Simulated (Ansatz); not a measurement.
Relaxation of C₂H₈FNOSi (14 atoms, charge 0, multiplicity 1), to a largest force component of 0.015 eV/Å in at most 40 steps.

Level of theory: RKS PBE0-D4/cc-pVDZ in Ansatz 0.2.0.

```xyz
14
Properties=species:S:1:pos:R:3
C -0.912 -1.233 1.384
O 0.283 -0.938 0.743
Si 0.457 0.514 -0.062
N 2.210 0.454 -0.487
C -0.640 0.783 -1.501
F -1.939 0.779 -1.059
H -0.864 -2.149 1.892
H -1.730 -1.244 0.629
H -1.192 -0.406 2.163
H 0.397 1.606 0.968
H 2.205 0.419 -1.484
H 2.540 1.370 -0.240
H -0.581 0.039 -2.260
H -0.497 1.773 -1.939
```

Task: Where does it end, and by what steps?

Result: It converged. After 15 steps the energy has fallen by 0.662 eV; H12 moved furthest, 0.53 Å.

```csv
step,energy less start (eV),largest force component (eV/Å),accepted
0,0.0000,3.067,yes
1,-0.4479,1.363,yes
2,-0.5284,0.477,yes
3,-0.5540,0.472,yes
4,-0.5733,0.297,yes
5,-0.5796,0.299,yes
6,-0.5909,0.218,yes
7,-0.4247,4.054,no
8,-0.6150,0.351,yes
9,-0.6427,0.370,yes
10,-0.6500,0.801,yes
11,-0.6601,0.274,yes
12,-0.6615,0.031,yes
13,-0.6618,0.025,yes
14,-0.6621,0.021,yes
15,-0.6621,0.008,yes
```

```xyz
14
Properties=species:S:1:pos:R:3
C -0.907 -1.192 1.368
O 0.274 -0.835 0.680
Si 0.485 0.664 -0.059
N 2.083 0.839 -0.705
C -0.736 0.820 -1.501
F -2.034 0.608 -1.023
H -0.763 -2.195 1.798
H -1.781 -1.212 0.696
H -1.126 -0.492 2.196
H 0.258 1.759 0.940
H 2.386 0.125 -1.363
H 2.824 0.983 -0.023
H -0.531 0.075 -2.292
H -0.693 1.821 -1.966
```

Whether the end is a true minimum wasn't checked by a vibrational analysis.

Run time: 50 s on 2 threads of AMD EPYC 9R14 (Zen 4), on a shared host, peak memory 0.33 GiB.
